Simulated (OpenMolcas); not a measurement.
Ag²⁺: effect of the basis set

```
Program             : OpenMolcas
Method              : MS-CASPT2, IPEA 0.25 Eh, imaginary shift 0.1 Eh (closed shells correlated: 4s 4p)
Active space        : 9 electrons in 6 orbitals (4d 5s)
State averaging     : 2S+1 = 2 even, 29 roots; 2S+1 = 4 even, 10 roots kept (CI in the orbitals of an earlier block)
Spin-orbit coupling : state interaction with AMFI integrals over the reference wave functions, term energies averaged over their components
```

A. ANO-R1 [6s4p3d1f], X2C, finite nucleus; CASPT2 step of the order of 4 core-seconds
B. ANO-R2 [7s5p4d2f1g], X2C, finite nucleus; CASPT2 step of the order of 11 core-seconds
C. ANO-RCC-VTZP [7s6p4d2f1g], DKH2, point nucleus; CASPT2 step about 15 core-seconds
D. ANO-R3 [8s6p5d3f2g1h], X2C, finite nucleus; CASPT2 step roughly 25 core-seconds
E. ANO-RCC-VQZP [8s7p5d3f2g1h], DKH2, point nucleus; CASPT2 step about 22 core-seconds

Energies in cm-1 above 4d9 2D 5/2, the measured ground level; measured values from Moore, Atomic Energy Levels, vol. III, NSRDS-NBS 35 (1971 reprint of NBS Circular 467, 1958).

```tsv
Level	A	B	C	D	E	Measured
4d9 2D 5/2	0.0	0.0	0.0	0.0	0.0	0.0
4d9 2D 3/2	4850	4640	4630	4720	4700	4607
4d8 5s 4F 9/2	64990	61520	61950	62010	60760	63250
4d8 5s 4F 7/2	67530	63880	64280	64390	63140	65764
4d8 5s 4F 5/2	69820	66130	66550	66690	65430	68145
4d8 5s 4F 3/2	71020	67280	67720	67840	66590	69351
4d8 5s 2F 7/2	74280	69700	69850	70070	68830	71691
4d8 5s 4P 5/2 [54 %]	79410	74600	75040	75090	73910	
4d8 5s 4P 1/2	82640	77650	78290	78250	77090	
4d8 5s 2D 5/2 [61 %]	84450	79870	80350	80320	79200	82231
```

Deviations, from unrounded energies. A percentage is the sum of absolute deviations over the sum of measured energies, with the sign that they share, or ± where signs differ.

| Against measurement | Levels | A | B | C | D | E |
| --- | --- | --- | --- | --- | --- | --- |
| mean absolute deviation (cm-1) | 7 | 1700 | 1700 | 1400 | 1300 | 2400 |
| fine structure of the ground term (%) | 1 | +5.2 | +0.7 | +0.5 | +2.4 | +2.1 |
| other configurations (%) | 6 | +2.8 | -2.9 | -2.3 | -2.2 | -3.9 |

D lies closest to measurement on these levels and E furthest from it. The largest miss of D in the table is 4d8 5s 2D 5/2 [61 %], by -1900 cm-1. The ranking rests on the paired levels alone, and a cruder setting can come out closer through cancelling errors.

The two smallest mean deviations differ by little beside CASPT2's spread within terms, so their order carries little weight.

Among A to E the level of the table that moves most is 4d8 5s 4P 1/2, by 5500 cm-1 (lowest in E, highest in A). Moves below CASPT2's spread within the term are not significant.

Term energies are means over components that CASPT2 splits; among the terms shown or strongly mixed into the levels shown the widest spread is 1100 cm-1 (4d8 5s 4F, D). Terms from blocks run as CI alone lack orbitals of their own. A single d shell beside an s shell can misplace configurations of different d count against each other. Computed and measured levels are paired by configuration, term and J; levels that our copy of the source lacks, or whose pairing is in doubt (as where it misses far off the trend of its configuration), stay unpaired and out of the deviations. Only configurations of the active space appear. Levels that lie high or do not pair safely by name in every column are left out.

A share in square brackets marks a mixed level and gives the weight of the term that names it, the lowest over the columns.
